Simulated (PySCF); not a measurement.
Vertical excitations of a molecule C3H4ClNSi from TDA-PBE/def2-SVPD (PySCF 2.14.0), as energy in eV (oscillator strength): 2.81 (0.000), 4.13 (0.032), 4.40 (0.013), 4.83 (0.010), 5.58 (0.003), 5.70 (0.002), 5.82 (0.016), 6.13 (0.011), 6.30 (0.017), 6.31 (0.002). Lowest triplet (TDA): 2.31 eV. Coordinates come from a PBE0-D3(BJ)/def2-SVP optimisation. Other conformers were not sampled.

Task: Which structure fits?
A. Cl[Si@@H]1C=CN=C1
B. Cl[Si@H]1C=CC=N1
C. N#C/C=C(\[SiH3])Cl
D. ClC1=CC=N[SiH2]1

Result: A, Cl[Si@@H]1C=CN=C1
